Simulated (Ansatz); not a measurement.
Isolated molecules relaxed with PBE0-D4/def2-TZVP in Ansatz; ΔE leaves out vibrations. CBS: MP2 limit from def2 TZ/QZ plus the TZ coupled-cluster correction, frozen cores. DFT in def2-TZVPP. B3LYP here is the variant with VWN-RPA as its local correlation; programs differ in this. For Ga outer-core shells are correlated without core-valence functions, which leaves a few kJ/mol of doubt a bond. Scalar relativity is left out up to krypton. Each species was taken in one conformer, which may not be the lowest.

`N[SiH2]O[SiH2]N` + `CO[CH2][GaH][OH]` → `N[SiH2]O[SiH](N)O` + `CO[CH2][GaH2]`  (redistribution)

`N[SiH2]O[SiH2]N`:

Cartesian coordinates in Å:
```
N -0.692 -0.346 2.643
Si -0.490 -1.136 1.147
O 0.019 -0.168 -0.069
Si 0.418 0.098 -1.631
N 0.790 1.719 -2.001
H 0.102 -0.079 3.201
H -1.478 0.260 2.809
H -1.809 -1.697 0.765
H 0.530 -2.196 1.346
H -0.742 -0.289 -2.474
H 1.624 -0.710 -1.940
H 1.664 2.129 -1.718
H 0.066 2.415 -2.077
```

`CO[CH2][GaH][OH]`:

Z-matrix (Å, degrees):
```
C
O 1 1.396
H 1 1.099 2 111.7
H 1 1.103 2 111.6 3 120.9
H 1 1.090 2 107.9 3 -119.9
C 2 1.409 1 112.2 3 -61.2
Ga 6 1.990 2 114.5 1 -71.1
H 6 1.100 2 111.3 1 54.5
H 6 1.094 2 106.9 1 170.3
O 7 1.795 6 112.5 2 174.4
H 7 1.569 6 130.1 2 -8.9
H 10 0.959 7 114.3 6 176.8
```

`N[SiH2]O[SiH](N)O`:

Z-matrix (Å, degrees):
```
Si
O 1 1.637
N 1 1.728 2 109.6
H 1 1.486 2 107.2 3 123.1
H 1 1.483 2 110.3 3 -116.6
Si 2 1.641 1 128.9 3 -8.2
H 3 1.009 1 118.8 2 81.2
H 3 1.008 1 118.2 2 -139.8
N 6 1.718 2 105.7 1 -67.9
O 6 1.634 2 112.6 1 50.3
H 6 1.477 2 107.5 1 167.3
H 9 1.009 6 118.3 2 167.9
H 9 1.009 6 119.1 2 -53.2
H 10 0.966 6 111.4 2 -46.1
```

`CO[CH2][GaH2]`:

```xyz
11

C    -0.032    1.662    0.735
O     0.329    0.321    0.541
C    -0.349   -0.286   -0.548
Ga    0.439   -2.114   -0.461
H     0.535    2.040    1.587
H     0.203    2.267   -0.151
H    -1.106    1.756    0.946
H    -0.134    0.247   -1.485
H    -1.436   -0.262   -0.390
H    -0.195   -3.187    0.496
H     1.745   -2.444   -1.270
```

| level | ΔE (kcal/mol) |
| --- | --- |
| B3LYP-D4 | -11.1 |
| MP2/def2-TZVPP | -11.0 |
| HF/def2-QZVPP | -12.1 |
| CCSD/CBS(def2) | -11.2 |

Problem. What does CCSD(T)/CBS give? (Estimate.)

Solution. Computed: -11.0 kcal/mol. The listed levels differ from it by -0.1, 0.0, -1.1, -0.2 kcal/mol.

Largest T1 diagnostic among the species: 0.013.

The D4 term adds −2.1 kcal/mol with B3LYP and −1.1 kcal/mol with PBE0; it sums over pairs of atoms, weighted by their polarisabilities, and B3LYP, whose exchange is more repulsive, gets the larger term. From PBE to PBE0 (25 % exact exchange), in def2-TZVPP and without D4, ΔE moves by −2.2 kcal/mol.

CCSD(T)/CBS has its own doubt, a few kJ/mol and more with outer-core shells, so smaller differences from it don't rank the levels.
